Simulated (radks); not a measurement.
Problem. Excited configurations of Tc+: one electron is placed in a higher orbital outside [Kr] 4d5. The ground configuration is [Kr] 4d5 5s1. All-electron calculation, Dirac Kohn-Sham, PBEsol, spin-unpolarised, spherical densities, point nucleus; open shells fill j = l - 1/2 first. Program: a radial shooting solver on a logarithmic mesh with Libxc functionals. Excitation = E - E(ground); binding = E(ion) - E, where the ion is the core of charge +2; n* = 2/sqrt(2 binding) in atomic units, and the quantum defect is n - n*.

| outer orbital | excitation (eV) | binding (eV) | n* | quantum defect | eigenvalue (eV) | <r> (bohr) |
|---|---|---|---|---|---|---|
| 4f5/2 | 11.307 | 3.508 | 3.939 | 0.061 | -2.475 | 8.594 |
| 5p1/2 | 4.458 | 10.356 | 2.292 | 2.708 | -7.634 | 3.711 |
| 5d3/2 | 9.368 | 5.446 | 3.161 | 1.839 | -3.974 | 6.204 |
| 6s1/2 | 8.526 | 6.288 | 2.942 | 3.058 | -4.952 | 6.725 |
| 6p1/2 | 9.770 | 5.045 | 3.285 | 2.715 | -3.930 | 7.951 |
| 6d3/2 | 11.540 | 3.275 | 4.077 | 1.923 | -2.509 | 11.51 |
| 6f5/2 | 13.110 | 1.705 | 5.650 | 0.350 | -1.326 | 21.95 |
| 7s1/2 | 11.230 | 3.584 | 3.897 | 3.103 | -2.861 | 11.79 |
| 7p1/2 | 11.781 | 3.034 | 4.236 | 2.764 | -2.415 | 13.51 |
| 7d3/2 | 12.636 | 2.178 | 4.998 | 2.002 | -1.724 | 18.14 |

Estimate the row for 5f5/2.

Solution. excitation (eV) 12.436; binding (eV) 2.378; n* 4.784; quantum defect 0.216; eigenvalue (eV) -1.784; <r> (bohr) 14.61. The Delta-SCF ionisation energy is 14.814 eV (NIST Atomic Spectra Database: 15.260 eV, semi-empirical). Self-interaction in the functional shifts the binding energies and quantum defects, so they are the method's values and not measured ones. Spin polarisation and multiplet splitting are left out, so open shells lie too high by an amount that depends on their filling.

Beside tabulated values, note that spin-unpolarised runs miss the spin-polarisation part of the exchange energy of open shells.
